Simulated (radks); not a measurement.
Values are calculated unless marked as measured or tabulated.
Te V, configuration [Ar] 3d10 4s2 4p5.75 4d10 5s2 4f0.25 (fractional occupations, a model configuration). Code: a radial shooting solver on a logarithmic mesh with Libxc functionals. Model: scalar-relativistic Kohn-Sham, LDA (Slater exchange, Perdew-Wang correlation), spin-polarised, spherical densities, point nucleus; open shells are filled with parallel spins first (spin-orbit coupling, left out, can overturn this in heavy ions).

Local quantities along the radius. ELF = 1/(1 + alpha^2) is the electron localisation function; alpha = (tau - tau_W)/tau_unif compares the Pauli kinetic energy density with that of the uniform gas (summed over spins). tau is taken from the large components.

```
   r/bohr * ELF (the largest magnitude, 0.999, reaches the edge; | marks zero)
 0.002624 |                                                      *
  0.00303 |                                                      *
   0.0035 |                                                      *
 0.004042 |                                                      *
 0.004668 |                                                      *
  0.00539 |                                                      *
 0.006225 |                                                      *
  0.00719 |                                                      *
 0.008303 |                                                      *
 0.009513 |                                                      *
  0.01099 |                                                      *
  0.01269 |                                                     *
  0.01465 |                                                     *
  0.01692 |                                                    *
  0.01954 |                                                 *
  0.02257 |                                             *
  0.02607 |                                     *
   0.0301 |                            *
  0.03477 |                    *
  0.04015 |                 *
    0.046 |                 *
  0.05312 |                      *
  0.06135 |                              *
  0.07085 |                                     *
  0.08183 |                                        *
   0.0945 |                                        *
   0.1091 |                                   *
    0.126 |                          *
   0.1456 |                  *
   0.1681 |                 *
   0.1926 |                       *
   0.2224 |                                *
   0.2569 |                                       *
   0.2967 |                                         *
   0.3426 |                                     *
   0.3957 |                        *
    0.457 |           *
   0.5278 |           *
   0.6095 |                         *
   0.7039 |                                      *
   0.8129 |                                         *
   0.9314 |                                       *
    1.076 |                                 *
    1.242 |                        *
    1.435 |                 *
    1.657 |              *
    1.913 |               *
     2.21 |                *
    2.552 |            *
    2.947 |   *
    3.404 |*
      3.9 *
    4.504 *
    5.201 *
    6.007 *
    6.937 *
```

On this mesh the ELF has minima near r = 0.040, 0.17, 0.53 bohr, which separate the shells, and maxima near 0.082 (0.75), 0.30 (0.76), 0.81 (0.76), 2.2 (0.31).

Self-consistent cycle (total energy in hartree, residual of the potential): 1: -6772.390389, 1e+01; 2: -6781.158372, 7e+00; 3: -6784.161449, 4e-01; 4: -6784.186198, 4e-01; 5: -6784.200497, 5e-02; 6: -6784.201510, 1e-02; 7: -6784.201565, 9e-04; 8: -6784.201571, 2e-04; 9: -6784.201570, 9e-05; 10: -6784.201570, 2e-06; 11: -6784.201570, 1e-06; 12: -6784.201570, 5e-07; 13: -6784.201570, 4e-09.
